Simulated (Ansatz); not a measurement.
Basis-set extrapolation for `O/C([SiH3])=C/[SiH3]` (PBE0-D4/def2-TZVP geometry, frozen core, Ansatz). Multiplicity 1, RHF reference.

```json
{"": "HF", "def2-TZVPP": "-733.173788", "def2-QZVPP": "-733.198926"}
{"": "MP2 correlation", "def2-TZVPP": "-0.815819", "def2-QZVPP": "-0.874332"}
{"": "CCSD(T) correlation", "def2-TZVPP": "-0.907468", "def2-QZVPP": "not run"}
```

Energies in hartree. Use E(X) = E(∞) + A·exp(−7.88·√X) for Hartree–Fock and E(X) = E(∞) + B·X^(−2.97) for correlation, with X = 3 and 4, and add CCSD(T) minus MP2 of the smaller set to the MP2 limit.

**Question.** What is the CCSD(T) energy at the basis-set limit?

**Answer.** HF limit: -733.198926 + (-0.025138) × 0.13774 = -733.20239. MP2 limit: -0.874332 + (-0.058513) × 0.74074 = -0.91767. Higher-order term: -0.907468 − (-0.815819) = -0.09165. Total: -734.21171 hartree, 3.55 eV below CCSD(T)/def2-TZVPP.
